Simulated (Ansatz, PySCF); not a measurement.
Molecule: S2O2, charge 0, multiplicity 1. SMILES: S(=O)(=O)=S
Structure (B3LYP-D3(BJ)/def2-TZVP (Ansatz, an electronic-structure program) minimum search):
```xyz
4

S      0.0028    -0.0036    -0.3852
S     -0.0108     0.0139     1.4960
O      1.1957     0.3377    -1.1053
O     -1.1796    -0.3584    -1.1161
```

Quantity: vertical ionisation energy (to the doublet state of charge +1; each state is the SCF solution reached for its spin), in eV. Correlated levels leave the core frozen unless marked. Open shells are spin-unrestricted. No spin-orbit coupling. No relativistic terms. CBS(X,Y): correlation extrapolated as X^-3; Hartree-Fock from the larger set.

| level | program | vertical ionisation energy (eV) |
|---|---|---|
| HF/aug-cc-pV(D+d)Z | Ansatz | 10.16 |
| HF/aug-cc-pV(T+d)Z | Ansatz | 10.12 |
| HF/aug-cc-pV(Q+d)Z | Ansatz | 10.11 |
| SVWN5/def2-TZVPD | Ansatz | 10.82 |
| PBE/def2-TZVPD | Ansatz | 10.58 |
| r2SCAN/def2-TZVPD | Ansatz | 10.71 |
| B3LYP/def2-TZVPD | Ansatz | 10.86 |
| PBE0/def2-TZVPD | Ansatz | 10.86 |
| BHLYP/def2-TZVPD | Ansatz | 10.93 |
| CAM-B3LYP/def2-TZVPD | Ansatz | 10.98 |
| wB97M-V/def2-TZVPD | Ansatz | 10.97 |
| wB97X-V/def2-TZVPD | Ansatz | 10.98 |
| B2PLYP/def2-TZVPD | Ansatz | 10.82 |
| MP2/aug-cc-pV(D+d)Z | Ansatz | 10.85 |
| RI-MP2/aug-cc-pV(T+d)Z | Ansatz | 11.04 |
| RI-MP2/aug-cc-pV(Q+d)Z | Ansatz | 11.13 |
| RI-MP2/CBS(aug-cc-pV(T+d)Z,aug-cc-pV(Q+d)Z) | Ansatz | 11.20 |
| SCS-MP2/aug-cc-pV(D+d)Z | Ansatz | 10.79 |
| CCSD/aug-cc-pV(D+d)Z | Ansatz | 10.70 |
| CCSD(T)/aug-cc-pV(D+d)Z | Ansatz | 10.66 |

For comparison, minus the highest occupied orbital energy (PySCF): 11.66 eV at HF/def2-TZVPD, 7.29 eV at SVWN5/def2-TZVPD, 7.77 eV at TPSSh/def2-TZVPD.
